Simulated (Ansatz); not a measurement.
Molecular dynamics of ClF$_{3}$Hf

input.yaml

```yaml
crystal:
  periodic: [false, false, false]
  atoms:
    - { symbol: Hf, position_ang: [0.025958, 0.0, -0.008549] }
    - { symbol: F, position_ang: [0.009314, 0.0, 1.897781] }
    - { symbol: Cl, position_ang: [2.248302, 0.0, -0.79406] }
    - { symbol: F, position_ang: [-0.886187, 1.551783, -0.636486] }
    - { symbol: F, position_ang: [-0.886187, -1.551783, -0.636486] }
basis:
  gaussian: { orbitals: def2-SVP }
hamiltonian:
  xc: b3lyp
  dispersion: d4
md:
  timestep: 1.0
  n_steps: 100
  ensemble: nvt_nose_hoover
  temperature: 500.0
  initial_velocities: maxwell_boltzmann
  seed: 152992
```

Run as:

```bash
$ ansatz run input.yaml --threads 1 --pin off --max-ram 2048MiB --backend cpu --events-out ev --progress --plain --runs-dir out
```

It starts from a relaxed structure.

Output, in part (one step line in 4, the closing report, with atoms numbered from 0):

```
md step     0: t =     0.00 fs  T =   500.0 K  F+E_penalty+E_count = -21979.85505369 eV  E_kin = 0.193890 eV  conserved = -21979.66116369 eV  (28 SCF iters)
md step     4: t =     4.00 fs  T =   464.2 K  F+E_penalty+E_count = -21979.84113997 eV  E_kin = 0.180008 eV  conserved = -21979.66113557 eV  (32 SCF iters)
md step     8: t =     8.00 fs  T =   377.0 K  F+E_penalty+E_count = -21979.80719686 eV  E_kin = 0.146190 eV  conserved = -21979.66105436 eV  (32 SCF iters)
md step    12: t =    12.00 fs  T =   288.5 K  F+E_penalty+E_count = -21979.77269429 eV  E_kin = 0.111885 eV  conserved = -21979.66099142 eV  (32 SCF iters)
md step    16: t =    16.00 fs  T =   237.8 K  F+E_penalty+E_count = -21979.75279069 eV  E_kin = 0.092217 eV  conserved = -21979.66099498 eV  (32 SCF iters)
md step    20: t =    20.00 fs  T =   224.7 K  F+E_penalty+E_count = -21979.74738179 eV  E_kin = 0.087130 eV  conserved = -21979.66103557 eV  (32 SCF iters)
md step    24: t =    24.00 fs  T =   225.5 K  F+E_penalty+E_count = -21979.74721964 eV  E_kin = 0.087456 eV  conserved = -21979.66106061 eV  (32 SCF iters)
md step    28: t =    28.00 fs  T =   223.8 K  F+E_penalty+E_count = -21979.74587896 eV  E_kin = 0.086792 eV  conserved = -21979.66105650 eV  (32 SCF iters)
md step    32: t =    32.00 fs  T =   220.1 K  F+E_penalty+E_count = -21979.74360322 eV  E_kin = 0.085354 eV  conserved = -21979.66104156 eV  (32 SCF iters)
md step    36: t =    36.00 fs  T =   222.0 K  F+E_penalty+E_count = -21979.74334606 eV  E_kin = 0.086084 eV  conserved = -21979.66103725 eV  (32 SCF iters)
md step    40: t =    40.00 fs  T =   230.5 K  F+E_penalty+E_count = -21979.74548738 eV  E_kin = 0.089388 eV  conserved = -21979.66105396 eV  (32 SCF iters)
md step    44: t =    44.00 fs  T =   233.5 K  F+E_penalty+E_count = -21979.74529390 eV  E_kin = 0.090558 eV  conserved = -21979.66108379 eV  (32 SCF iters)
md step    48: t =    48.00 fs  T =   211.0 K  F+E_penalty+E_count = -21979.73505207 eV  E_kin = 0.081817 eV  conserved = -21979.66109923 eV  (32 SCF iters)
md step    52: t =    52.00 fs  T =   152.9 K  F+E_penalty+E_count = -21979.71111180 eV  E_kin = 0.059307 eV  conserved = -21979.66106641 eV  (32 SCF iters)
md step    56: t =    56.00 fs  T =    79.6 K  F+E_penalty+E_count = -21979.68158330 eV  E_kin = 0.030848 eV  conserved = -21979.66098856 eV  (33 SCF iters)
md step    60: t =    60.00 fs  T =    37.9 K  F+E_penalty+E_count = -21979.66485585 eV  E_kin = 0.014709 eV  conserved = -21979.66093068 eV  (33 SCF iters)
md step    64: t =    64.00 fs  T =    64.1 K  F+E_penalty+E_count = -21979.67450026 eV  E_kin = 0.024841 eV  conserved = -21979.66095394 eV  (33 SCF iters)
md step    68: t =    68.00 fs  T =   147.2 K  F+E_penalty+E_count = -21979.70553352 eV  E_kin = 0.057093 eV  conserved = -21979.66102890 eV  (32 SCF iters)
md step    72: t =    72.00 fs  T =   243.8 K  F+E_penalty+E_count = -21979.74035479 eV  E_kin = 0.094553 eV  conserved = -21979.66107740 eV  (32 SCF iters)
md step    76: t =    76.00 fs  T =   321.2 K  F+E_penalty+E_count = -21979.76618402 eV  E_kin = 0.124540 eV  conserved = -21979.66107138 eV  (32 SCF iters)
md step    80: t =    80.00 fs  T =   377.5 K  F+E_penalty+E_count = -21979.78265377 eV  E_kin = 0.146406 eV  conserved = -21979.66104204 eV  (32 SCF iters)
md step    84: t =    84.00 fs  T =   427.6 K  F+E_penalty+E_count = -21979.79564142 eV  E_kin = 0.165802 eV  conserved = -21979.66102894 eV  (32 SCF iters)
md step    88: t =    88.00 fs  T =   478.1 K  F+E_penalty+E_count = -21979.80787333 eV  E_kin = 0.185408 eV  conserved = -21979.66104733 eV  (31 SCF iters)
md step    92: t =    92.00 fs  T =   517.0 K  F+E_penalty+E_count = -21979.81469568 eV  E_kin = 0.200484 eV  conserved = -21979.66108244 eV  (32 SCF iters)
md step    96: t =    96.00 fs  T =   520.0 K  F+E_penalty+E_count = -21979.80713372 eV  E_kin = 0.201656 eV  conserved = -21979.66109932 eV  (32 SCF iters)
md step   100: t =   100.00 fs  T =   473.3 K  F+E_penalty+E_count = -21979.78054495 eV  E_kin = 0.183550 eV  conserved = -21979.66106038 eV  (28 SCF iters)
Total energy: -21979.78084228 eV, -807.7420475233 hartree
Atom 0 at     0.039930     0.004703    -0.014211 Å, force    -1.481686     0.016448     0.800216 eV/Å
Atom 1 at    -0.017396     0.007526     1.894050 Å, force     0.087455    -0.031811    -0.001375 eV/Å
Atom 2 at     2.178446    -0.024236    -0.780518 Å, force     1.573650     0.037057    -0.543781 eV/Å
Atom 3 at    -0.906095     1.548988    -0.595957 Å, force    -0.047086     0.178524    -0.154700 eV/Å
Atom 4 at    -0.840487    -1.555471    -0.645357 Å, force    -0.132334    -0.200218    -0.100360 eV/Å
Dipole moment:     0.090728     0.010538    -0.048308 e Å
```

The run went to its last step. The conserved energy stayed within 0.048 meV per atom of its start (net change 0.021 meV per atom), so the integration is sound. The mean temperature of the second half is 42 % below the set value. A run of 0.1 ps of so small a system gives no equilibrium averages.

The same pairs are bonded in the first frame and the last. Pairs count as bonded within 1.25 times the sum of covalent radii (0.12 Å more for H–H).

Last frame:

```xyz
5
Properties=species:S:1:pos:R:3
Hf 0.040 0.005 -0.014
F -0.017 0.007 1.894
Cl 2.178 -0.024 -0.780
F -0.906 1.549 -0.596
F -0.841 -1.556 -0.645
```

The run took 7.7 min on 1 thread of Arm Neoverse V2 (shared host), peak memory 0.19 GiB.
